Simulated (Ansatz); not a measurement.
Cost and result for the atomization energy of `O[SiH2][SiH2]F` (9 atoms, 8 bonds).

Z-matrix (Å, degrees):
```
Si
Si 1 2.355
O 1 1.655 2 110.2
H 1 1.483 2 111.1 3 116.9
H 1 1.492 2 109.0 3 -122.9
F 2 1.608 1 109.8 3 171.6
H 2 1.487 1 112.5 3 -68.4
H 2 1.490 1 110.7 3 52.9
H 3 0.958 1 117.8 2 -66.9
```

Total charge 0; spin multiplicity 1. The structure was optimised at the PBE0-D4/def2-TZVP level. It is one conformer, not always the lowest. Program: Ansatz. Hardware: A = 2 threads of an AMD EPYC 7R13 on a shared host; B = 2 threads of an AMD EPYC 7R13 on a shared host and a share of an NVIDIA H100 80 GB. Times are those of one run each, without the atoms' runs, and a repeat can differ threefold. Electronic energies, without spin–orbit coupling; frozen cores. CCSD(T)/CBS extrapolates def2-TZVPP and def2-QZVPP, and its time is that of the two runs behind it. T1 = 0.012. B3LYP takes the VWN-RPA correlation (the form of Gaussian; ORCA's B3LYP/G).

CCSD(T)/CBS is a level of theory with its own doubt, some kJ/mol a heavy atom from the limit and from the frozen cores, so smaller differences don't rank the functionals.

```tsv
level	functions	wall time
PBE-D4/def2-TZVPP (with forces) [A]	216	2.5 s
PBE0-D4/def2-TZVPP [A]	216	3.1 s
r2SCAN-D4/def2-TZVPP (with forces) [A]	216	4.2 s
B3LYP-D4/def2-TZVPP (with forces) [A]	216	4.6 s
B2PLYP/def2-TZVPP [A]	216	5 s
ωB97X-V/def2-TZVPP [A]	216	7 s
ωB97M-V/def2-TZVPP (with forces) [A]	216	9.5 s
CCSD(T)/def2-TZVPP [B]	216	11 s
CCSD(T)/def2-QZVPP [B]	404	21 s
CCSD(T)/CBS(def2)	–	31 s
```

What atomization energy does each give, and how far from CCSD(T)/CBS? (Estimate.)

Computed: 
```
                                 level  atomization (kcal/mol)  difference from CCSD(T)/CBS  per bond
   PBE-D4/def2-TZVPP (with forces) [A]                   721.9                         -7.1      -0.9
                PBE0-D4/def2-TZVPP [A]                   711.7                        -17.3      -2.2
r2SCAN-D4/def2-TZVPP (with forces) [A]                   723.4                         -5.6      -0.7
 B3LYP-D4/def2-TZVPP (with forces) [A]                   721.2                         -7.8      -1.0
                 B2PLYP/def2-TZVPP [A]                   715.1                        -13.9      -1.7
                ωB97X-V/def2-TZVPP [A]                   728.9                         -0.1       0.0
  ωB97M-V/def2-TZVPP (with forces) [A]                   724.4                         -4.6      -0.6
                CCSD(T)/def2-TZVPP [B]                   706.6                        -22.4      -2.8
                CCSD(T)/def2-QZVPP [B]                   720.2                         -8.8      -1.1
                     CCSD(T)/CBS(def2)                   729.0                          0.0       0.0
```

From PBE to PBE0 (25 % exact exchange), in def2-TZVPP and without D4, the atomization energy moves by −9.7 kcal/mol: exact exchange takes away binding that semilocal exchange gives to molecules. The D4 term adds +6.3 kcal/mol with B3LYP and +3.3 kcal/mol with PBE0; it sums over pairs of atoms, weighted by their polarisabilities, and B3LYP, whose exchange is more repulsive, gets the larger term. In def2-TZVPP, CCSD(T) changes the Hartree–Fock value by +169.4 kcal/mol (the triples alone add +8.1 kcal/mol) and MP2 by +178.6 kcal/mol; breaking electron pairs costs correlation energy, which Hartree–Fock lacks.
